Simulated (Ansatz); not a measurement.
Species: C3H2O, charge 0, multiplicity 1. SMILES: C=C=C=O
Geometry: optimised at B3LYP-D3(BJ)/def2-TZVP (Ansatz, a quantum-chemistry and plane-wave program).

Parts of the frozen-core correlation energy in 6-31G (Ansatz, hartree). Frozen orbitals: 4; correlated occupied orbitals by spin: 10 and 10; virtual: 26 and 26. No spin-orbit coupling. No relativistic terms. The restricted reference is unstable.

```csv
term,value
reference (HF),-189.44586
MP2 opposite-spin,(withheld)
MP2 same-spin,-0.10168
CCSD correlation,(withheld)
(T),(withheld)
T1 diagnostic,0.019
largest doubles amplitude,0.138
```

### Question
What belongs in the gaps?

### Answer

- MP2 opposite-spin, value: -0.29216
- CCSD correlation, value: -0.40672
- (T), value: -0.01828
